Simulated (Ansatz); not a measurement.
`[OH][Mo]([F])([Cl])([Cl])([Cl])[Cl]`, charge 0, multiplicity 1.

Question: Give a relaxed structure at PBE0-D4/def2-TZVP (the Gaussian-basis code of Ansatz). (Best estimate.)

Answer: Computed: 
Cartesian coordinates in Å:
```
O -1.2411 -0.9880 -0.0703
Mo 0.2435 0.0574 0.1854
F 0.6793 -0.8163 1.7458
Cl 1.6317 -1.4292 -0.8459
Cl -0.4978 1.0137 -1.8024
Cl -0.8665 1.5412 1.5147
Cl 1.9303 1.5716 0.0652
H -1.8793 -0.9503 -0.7926
```
Point group Cs.
